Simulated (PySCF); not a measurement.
# RbBe: from constants to spectrum

r²SCAN constants of RbBe, ²Σ⁺ (doublet), unpaired electrons σ ↑ (Rb def2-SVP with ECP28, Be def2-SVP; scalar-relativistic core potentials (PySCF 2.14); masses 84.9118 and 9.0122 u):

- ωe: 152.3 cm⁻¹
- ωexe: 2.13 cm⁻¹
- Be: 0.15872 cm⁻¹
- αe: 0.00250 cm⁻¹
- D (centrifugal): 6.89e-07 cm⁻¹
- De to Rb + Be: 0.348 eV

**Question.** Give the vibrational terms G(v) and spacings up to v = 6.

**Answer.** G(v) = ωe(v+½) − ωexe(v+½)².

```
v  G(v) (cm⁻¹)  G(v) − G(v−1)  Bv (cm⁻¹)
0         75.6                    0.1575
1        223.7          148.0     0.1550
2        367.4          143.8     0.1525
3        507.0          139.5     0.1500
4        642.2          135.3     0.1475
5        773.2          131.0     0.1450
6        900.0          126.7     0.1425
```

**Question.** How well does the Morse estimate ωe²/(4ωexe) reproduce De, and what is D0?

**Answer.** It gives 0.338 eV, 97 % of the computed De. D0 = De − G(0) = 0.348 − 0.009 = 0.339 eV.

The bond is weak. Basis-set superposition, not corrected here, can be much of De in a small basis, most of all at correlated wavefunction levels. Functionals without a dispersion term scatter widely for such bonds, and LDA overbinds them. Spin–orbit coupling is left out. The state is the lowest determinant that a PBE0 search found; another state may lie lower at other levels.
